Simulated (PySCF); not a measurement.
Compound: C₅H₂F₅NO.
SMILES with atom numbers: `[F:1][C:2]([F:3])([F:4])[C:5]([F:6])([F:7])[c:8]1[cH:9][n:10][o:11][cH:12]1` (hydrogens: H13 on C9; H14 on C12)

A GFN2-xTB structure was refined with PySCF, PBE0-D3(BJ)/def2-SVP geometry optimisation, gas phase. Its GFN2-xTB values:

```json
{"coordinate": "F1–C2", "GFN2-xTB": "1.325 Å"}
{"coordinate": "C2–C5", "GFN2-xTB": "1.556 Å"}
{"coordinate": "C5–F6", "GFN2-xTB": "1.353 Å"}
{"coordinate": "C5–C8", "GFN2-xTB": "1.488 Å"}
{"coordinate": "C8–C9", "GFN2-xTB": "1.421 Å"}
{"coordinate": "C8–C12", "GFN2-xTB": "1.370 Å"}
{"coordinate": "C9–N10", "GFN2-xTB": "1.299 Å"}
{"coordinate": "C9–H13", "GFN2-xTB": "1.070 Å"}
{"coordinate": "N10–O11", "GFN2-xTB": "1.345 Å"}
{"coordinate": "O11–C12", "GFN2-xTB": "1.324 Å"}
{"coordinate": "C12–H14", "GFN2-xTB": "1.072 Å"}
{"coordinate": "F1–C2–F3", "GFN2-xTB": "108.0°"}
{"coordinate": "F1–C2–C5", "GFN2-xTB": "112.8°"}
{"coordinate": "C2–C5–F6", "GFN2-xTB": "108.0°"}
{"coordinate": "C2–C5–C8", "GFN2-xTB": "110.8°"}
{"coordinate": "F6–C5–F7", "GFN2-xTB": "106.6°"}
{"coordinate": "F6–C5–C8", "GFN2-xTB": "111.9°"}
{"coordinate": "C8–C9–N10", "GFN2-xTB": "109.9°"}
{"coordinate": "C9–N10–O11", "GFN2-xTB": "107.8°"}
{"coordinate": "C2–C5–C8–C9", "GFN2-xTB": "-83°"}
```

Task: How do these coordinates change at the PBE0-D3(BJ)/def2-SVP level?

Result: 
```
 coordinate  PBE0-D3(BJ)/def2-SVP (Å or °)  change
    N10–O11                          1.364  +0.019
     C9–H13                          1.089  +0.019
    C12–H14                          1.088  +0.016
      C2–C5                          1.544  -0.012
     C8–C12                          1.363  -0.007
      C5–F6                          1.347  -0.006
     C9–N10                          1.304  +0.005
      F1–C2                          1.322  -0.003
      C5–C8                          1.485  -0.003
    O11–C12                          1.326  +0.002
      C8–C9                          1.423  +0.002
   F6–C5–F7                          108.7    +2.1
   F1–C2–C5                          110.9    -1.9
   C2–C5–C8                          112.8    +2.0
 C9–N10–O11                          106.0    -1.8
  C8–C9–N10                          111.2    +1.3
   F6–C5–C8                          110.6    -1.3
   C2–C5–F6                          106.9    -1.1
   F1–C2–F3                          108.9    +0.9
C2–C5–C8–C9                            -81      +2
```

The energy falls by 1.5 kcal/mol over 13 energy and gradient evaluations, the largest force component goes from 0.0158 to 3.2e-04 Eh/bohr, and the atoms move by 0.039 Å rms after alignment. Among the bonds, N10–O11 and C9–H13 change most and about equally (+0.019 Å). Bonds longer at the end by more than 0.005 Å: 4 of 14; shorter: 6. Rotational constants go from 1693, 687.1, 667.5 to 1730, 682.9, 667.1 MHz.

The run used 178 basis functions and 89 SCF cycles in all. The run took about 5 min of CPU time (one thread, shared machine).

Stationary, but not proved a minimum. The numbers are those of one conformer.

Conformer computed: `[F:1][C:2]([F:3])([F:4])[C:5]([F:6])([F:7])[c:8]1[cH:9][n:10][o:11][cH:12]1`: F1–C2–C5–F6 58°, C2–C5–C8–C9 -81°.
